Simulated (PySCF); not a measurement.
A GIAO shielding run with PySCF 2.14.0 with density-fitted response routines (density fitting, non-relativistic, gas phase) on SMILES C#CC[P@@+]1(C)C=C1C=C, [C$_{8}$H$_{10}$P]+:

```
$ OMP_NUM_THREADS=1 python probes_run.py task.json out

{"job": {"kind": "nmr", "xc": "PBE0", "basis": "pcSseg-1"}, "charge": 1, "multiplicity": 1}
C      1.768164    -2.481209     1.205285
C      1.739118    -1.284860     1.187081
C      1.696892     0.159157     1.150399
P      0.504458     0.703708    -0.144184
C      0.379535     2.506817    -0.367551
C      0.328992    -0.329851    -1.580662
C     -0.748349    -0.415778    -0.779207
C     -2.031157    -0.975068    -0.547538
C     -2.777989    -0.658401     0.509088
H      1.820787    -3.529152     1.249770
H      2.681708     0.571693     0.899924
H      1.379835     0.565684     2.117228
H     -0.359359     2.718125    -1.139439
H      1.350013     2.903253    -0.670175
H      0.077684     2.976681     0.568909
H      0.735577    -0.698608    -2.497571
H     -2.371436    -1.679147    -1.295995
H     -3.751886    -1.088307     0.662450
H     -2.432389     0.044513     1.252101
```

Hardware: 1 thread of an Arm Neoverse V1, shared host. The job also computes population analyses, field gradients, ring-centre shieldings.

Q: How large is the calculation?

A: 72 electrons, 210 basis functions and 1105 auxiliary functions.

Q: How long does it take?

A: 47 s of wall time, with 14 SCF cycles and 5 response iterations. Times on a shared host scatter by some tens of per cent.
